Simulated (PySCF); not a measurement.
PySCF input for 1-silylprop-2-en-1-one (C3H6OSi), SMILES C=CC([SiH3])=O, PBE-D3(BJ)/def2-SVP. Geometry optimised at PBE-D3(BJ)/def2-SVP. One conformer was computed; it need not be the lowest.

```python
import numpy as np
from pyscf import gto, scf, dft, df
from pyscf.hessian import thermo

mol = gto.M(
    atom='''
    C     0.32213048    2.48414923   -0.00000000
    C     0.71800736    1.19447049    0.00000000
    C    -0.28148449    0.08140884   -0.00000000
    O    -1.49381058    0.28554213    0.00000000
    Si    0.29323764   -1.78434679    0.00000000
    H    -0.75663939    2.71454865    0.00000000
    H     1.03940784    3.31900288    0.00000000
    H     1.78664038    0.92075178    0.00000001
    H     1.79124165   -1.95049735   -0.00000000
    H    -0.28370644   -2.43372963   -1.22550907
    H    -0.28370644   -2.43372963    1.22550906
    ''',
    basis='def2-SVP',
    charge=0,
    spin=0,
    max_memory=1600,
    verbose=3,
)
mf = dft.RKS(mol, xc='pbe').density_fit(auxbasis='def2-universal-jkfit')
mf.disp = 'd3bj'
mf.grids.level = 3
mf.conv_tol = 1e-11
mf.max_cycle = 100
mf.kernel()

# [left out here: the lines that compute and print the analytic Hessian (its translational invariance restored by hand, since the grid's response is missing), thermochemistry and intensities]
```

Log of the run:

```
converged SCF energy = -481.981285133121

WARN: DFTD3 does not support analytical Hessian, using finite difference


WARN: Mole.unit (angstrom) is changed to Bohr

Mode                                 0                   1                   2
Irrep
Freq [cm^-1]                       57.7487             91.3348            180.6115
Reduced mass [au]                   1.2130              2.0108              3.0203
Force const [Dyne/A]                0.0024              0.0099              0.0580
Char temp [K]                      83.0875            131.4104            259.8597
Normal mode                   x     y     z       x     y     z       x     y     z
       0   C                -0.00  0.00 -0.07   -0.00  0.00  0.12    0.10 -0.03 -0.00
       1   C                 0.00  0.00  0.02    0.00  0.00 -0.15   -0.04 -0.08 -0.00
       2   C                 0.00  0.00  0.05    0.00  0.00 -0.06   -0.11 -0.01  0.00
       3   O                 0.00 -0.00  0.06    0.00 -0.00 -0.01   -0.11  0.03  0.00
       4  Si                -0.00 -0.00 -0.02   -0.00  0.00  0.04    0.06  0.03 -0.00
       5   H                -0.00 -0.00 -0.12   -0.00 -0.00  0.38    0.13  0.10 -0.00
       6   H                -0.00  0.00 -0.11   -0.00  0.00  0.09    0.20 -0.12 -0.00
       7   H                 0.00  0.00  0.06    0.00  0.00 -0.39   -0.07 -0.17 -0.00
       8   H                -0.00 -0.00  0.42   -0.00 -0.00  0.26    0.09  0.29  0.00
       9   H                 0.41  0.19 -0.32    0.19 -0.01 -0.05    0.17 -0.07  0.00
      10   H                -0.41 -0.19 -0.32   -0.19  0.01 -0.05    0.17 -0.07 -0.00
Mode                                 3                   4                   5
Irrep
Freq [cm^-1]                      304.9325            384.1526            389.9745
Reduced mass [au]                   3.6583              6.1478              1.6716
Force const [Dyne/A]                0.2004              0.5345              0.1498
Char temp [K]                     438.7299            552.7101            561.0865
Normal mode                   x     y     z       x     y     z       x     y     z
       0   C                -0.10 -0.11 -0.00   -0.01 -0.10  0.00    0.00 -0.00 -0.01
       1   C                 0.05 -0.06 -0.00    0.05 -0.07  0.00   -0.00 -0.00 -0.01
       2   C                -0.00 -0.01 -0.00    0.03 -0.02 -0.00   -0.00 -0.00  0.16
       3   O                 0.03  0.16  0.00    0.01 -0.09 -0.00   -0.00  0.00 -0.09
       4  Si                 0.01 -0.01 -0.00   -0.03  0.13  0.00    0.00 -0.00  0.01
       5   H                -0.14 -0.29 -0.00   -0.03 -0.20 -0.00    0.00 -0.00  0.28
       6   H                -0.23  0.00 -0.00   -0.07 -0.04  0.00    0.00 -0.00 -0.30
       7   H                 0.06 -0.01  0.00    0.05 -0.08  0.00   -0.00 -0.00 -0.26
       8   H                 0.03  0.17  0.00   -0.04  0.11 -0.00    0.00  0.00 -0.21
       9   H                 0.09 -0.07 -0.00   -0.05  0.15 -0.00   -0.12  0.34 -0.11
      10   H                 0.09 -0.07  0.00   -0.05  0.15  0.00    0.12 -0.34 -0.11
Mode                                 6                   7                   8
Irrep
Freq [cm^-1]                      533.8838            581.3056            700.0248
Reduced mass [au]                   1.2107              1.3317              2.6331
Force const [Dyne/A]                0.2033              0.2651              0.7602
Char temp [K]                     768.1399            836.3694           1007.1798
Normal mode                   x     y     z       x     y     z       x     y     z
       0   C                 0.00 -0.00  0.01   -0.01 -0.04  0.00   -0.04 -0.01 -0.00
       1   C                -0.00 -0.00 -0.10   -0.04 -0.04  0.00   -0.15 -0.05  0.00
       2   C                -0.00  0.00 -0.03   -0.03  0.02 -0.00    0.06 -0.09 -0.00
       3   O                -0.00  0.00  0.02   -0.03  0.04 -0.00    0.10  0.05  0.00
       4  Si                 0.00 -0.00  0.04    0.07  0.01 -0.00   -0.01  0.02  0.00
       5   H                 0.00 -0.00 -0.32   -0.00 -0.02  0.00    0.05  0.38  0.00
       6   H                 0.00 -0.00  0.50    0.01 -0.06 -0.00    0.27 -0.28 -0.00
       7   H                -0.00 -0.00  0.25   -0.05 -0.08 -0.00   -0.11  0.09 -0.00
       8   H                 0.00 -0.00 -0.21   -0.01 -0.68 -0.00   -0.00  0.10 -0.00
       9   H                -0.09  0.39 -0.13   -0.25  0.25  0.02   -0.01  0.06 -0.01
      10   H                 0.09 -0.39 -0.13   -0.25  0.25 -0.02   -0.01  0.06  0.01
Mode                                 9                  10                  11
Irrep
Freq [cm^-1]                      740.4897            854.4951            900.4850
Reduced mass [au]                   2.5979              1.1179              1.0522
Force const [Dyne/A]                0.8393              0.4809              0.5027
Char temp [K]                    1065.3998           1229.4282           1295.5975
[...]
       7   H                -0.00 -0.00  0.01   -0.00  0.00  0.15   -0.00  0.00  0.77
       8   H                -0.00 -0.00 -0.74   -0.00 -0.00  0.00   -0.00 -0.00 -0.00
       9   H                 0.41 -0.18 -0.08    0.00 -0.00  0.00   -0.00  0.00  0.00
      10   H                -0.41  0.18 -0.08   -0.00  0.00  0.00    0.00 -0.00  0.00
Mode                                15                  16                  17
Irrep
Freq [cm^-1]                     1016.2756           1033.4222           1260.7586
Reduced mass [au]                   3.0467              1.8188              1.3361
Force const [Dyne/A]                1.8540              1.1444              1.2513
Char temp [K]                    1462.1943           1486.8644           1813.9510
Normal mode                   x     y     z       x     y     z       x     y     z
       0   C                -0.07 -0.09  0.00   -0.05 -0.02 -0.00    0.09 -0.05  0.00
       1   C                 0.03 -0.01 -0.00    0.13  0.03  0.00   -0.10  0.01 -0.00
       2   C                 0.03  0.21  0.00   -0.05 -0.11  0.00    0.01  0.04 -0.00
       3   O                -0.02 -0.04 -0.00   -0.06  0.01 -0.00   -0.00 -0.00  0.00
       4  Si                 0.00 -0.03 -0.00    0.00  0.01 -0.00   -0.00 -0.00  0.00
       5   H                 0.01  0.22 -0.00    0.02  0.30 -0.00   -0.00 -0.49 -0.00
       6   H                 0.24 -0.35 -0.00    0.16 -0.19  0.00    0.08 -0.06 -0.00
       7   H                 0.03  0.04  0.00    0.27  0.52 -0.00    0.06  0.69  0.00
       8   H                 0.03  0.16 -0.00   -0.02 -0.11  0.00   -0.00  0.00 -0.00
       9   H                -0.04  0.02 -0.01    0.01  0.02 -0.01    0.01 -0.01 -0.00
      10   H                -0.04  0.02  0.01    0.01  0.02  0.01    0.01 -0.01  0.00
Mode                                18                  19                  20
Irrep
Freq [cm^-1]                     1351.9500           1610.9945           1692.8377
Reduced mass [au]                   1.2283              6.1664              8.9005
Force const [Dyne/A]                1.3228              9.4292             15.0279
Char temp [K]                    1945.1551           2317.8624           2435.6165
Normal mode                   x     y     z       x     y     z       x     y     z
       0   C                -0.04  0.04  0.00    0.04 -0.16 -0.00   -0.02  0.07 -0.00
       1   C                 0.02  0.10 -0.00   -0.02  0.18 -0.00    0.03 -0.08  0.00
       2   C                -0.01 -0.05  0.00   -0.10 -0.02  0.00   -0.20  0.05  0.00
       3   O                -0.00  0.00 -0.00    0.07 -0.01 -0.00    0.14 -0.03  0.00
       4  Si                 0.00  0.00 -0.00   -0.00  0.00 -0.00    0.00  0.00  0.00
       5   H                -0.15 -0.50 -0.00    0.13  0.15  0.00   -0.07 -0.07  0.00
       6   H                 0.49 -0.44 -0.00   -0.17 -0.00 -0.00    0.10 -0.01  0.00
       7   H                -0.08 -0.30  0.00   -0.11 -0.09 -0.00    0.09  0.11 -0.00
       8   H                -0.01 -0.01  0.00   -0.01 -0.01 -0.00    0.00 -0.00 -0.00
       9   H                -0.00  0.00  0.00    0.00  0.00 -0.00   -0.01  0.01 -0.02
      10   H                -0.00  0.00 -0.00    0.00  0.00  0.00   -0.01  0.01  0.02
Mode                                21                  22                  23
Irrep
Freq [cm^-1]                     2148.0822           2177.8886           2185.0697
Reduced mass [au]                   1.0308              1.0396              1.0519
Force const [Dyne/A]                2.8025              2.9053              2.9590
Char temp [K]                    3090.6121           3133.4968           3143.8288
Normal mode                   x     y     z       x     y     z       x     y     z
       0   C                 0.00 -0.00  0.00   -0.00  0.00 -0.00   -0.00  0.00 -0.00
       1   C                -0.00  0.00 -0.00    0.00 -0.00  0.00    0.00 -0.00  0.00
       2   C                 0.00 -0.00  0.00   -0.01  0.00 -0.00   -0.00  0.00  0.00
       3   O                -0.00  0.00  0.00    0.00 -0.00 -0.00    0.00 -0.00 -0.00
       4  Si                -0.03  0.01  0.00   -0.03 -0.02 -0.00   -0.00 -0.00  0.04
       5   H                 0.00 -0.00  0.00   -0.00 -0.00 -0.00   -0.00 -0.00  0.00
       6   H                -0.00  0.00 -0.00    0.00 -0.00  0.00    0.00 -0.00  0.00
       7   H                -0.00  0.00 -0.00    0.00  0.00  0.00    0.00  0.00  0.00
       8   H                 0.93 -0.09 -0.00    0.29 -0.04 -0.00    0.00 -0.00  0.01
       9   H                -0.09 -0.09 -0.18    0.25  0.28  0.55   -0.27 -0.30 -0.56
      10   H                -0.09 -0.09  0.18    0.25  0.28 -0.55    0.27  0.30 -0.56
Mode                                24                  25                  26
Irrep
Freq [cm^-1]                     3072.3730           3102.5056           3183.4096
Reduced mass [au]                   1.0576              1.0951              1.1185
Force const [Dyne/A]                5.8817              6.2104              6.6785
Char temp [K]                    4420.4607           4463.8148           4580.2177
Normal mode                   x     y     z       x     y     z       x     y     z
       0   C                 0.03 -0.06  0.00   -0.02  0.01 -0.00   -0.09 -0.04 -0.00
       1   C                 0.01  0.00  0.00    0.08 -0.02  0.00   -0.01  0.00 -0.00
       2   C                 0.00 -0.00 -0.00   -0.00 -0.00 -0.00   -0.00  0.00 -0.00
       3   O                -0.00  0.00  0.00   -0.00 -0.00  0.00    0.00 -0.00 -0.00
       4  Si                 0.00  0.00 -0.00    0.00  0.00 -0.00   -0.00  0.00 -0.00
       5   H                -0.71  0.15 -0.00    0.19 -0.04  0.00    0.57 -0.13  0.00
       6   H                 0.41  0.46  0.00   -0.03 -0.03 -0.00    0.48  0.55 -0.00
       7   H                -0.18  0.05 -0.00   -0.90  0.23 -0.00    0.09 -0.02  0.00
       8   H                -0.00 -0.00  0.00   -0.00 -0.00  0.00    0.00  0.00  0.00
       9   H                -0.00 -0.00 -0.00   -0.00  0.00  0.00    0.00 -0.00  0.00
      10   H                -0.00 -0.00  0.00   -0.00  0.00 -0.00    0.00 -0.00 -0.00
temperature 298.1500 [K]
pressure 101325.00 [Pa]
Rotational constants [GHz] 8.76063 2.29452 1.85878
Symmetry number 1
Zero-point energy (ZPE) 0.07385 [Eh]   193899.410 [J/mol]
                           tot       elec      trans        rot        vib
Entropy [J/mol/K]       344.106      0.000    164.323    111.110     68.673
Cv [J/mol/K]             99.198      0.000     12.472     12.472     74.254
Cp [J/mol/K]            107.512      0.000     20.786     12.472     74.254
Internal energy [J/mol]                      3718.434   3718.434 204787.859
Internal energy [Eh]   -481.90045  -481.98129
Enthalpy [J/mol]                             6197.391   3718.434 204787.859
Enthalpy [Eh]          -481.89951
Gibbs free energy [J/mol]                  -42795.501 -29409.025 184313.113
Gibbs free energy [Eh] -481.93859
mode   freq/cm-1   IR/(km/mol)
   1       57.75         0.260
   2       91.33         0.077
   3      180.61         0.788
   4      304.93        15.059
   5      384.15         4.762
   6      389.97         5.988
   7      533.88        26.590
   8      581.31        38.568
   9      700.02         8.952
  10      740.49         1.967
  11      854.50       234.917
  12      900.49        46.709
  13      907.65        33.816
  14      962.31        16.307
  15      992.49        19.003
  16     1016.28        55.956
  17     1033.42        10.902
  18     1260.76         4.057
  19     1351.95        56.469
  20     1610.99        75.235
  21     1692.84        72.288
  22     2148.08        79.942
  23     2177.89        62.479
  24     2185.07        81.548
  25     3072.37         5.673
  26     3102.51         5.297
  27     3183.41         0.382
max |gradient| / (hartree/bohr): 4.0939290865158547e-05
APT charges: [ 0.02   -0.3238  0.6524 -0.6317  0.8177  0.0778  0.0403  0.0321 -0.2618
 -0.2115 -0.2115]
```

The run converged.

Cost: about 2.3 core-minutes (a rough figure).
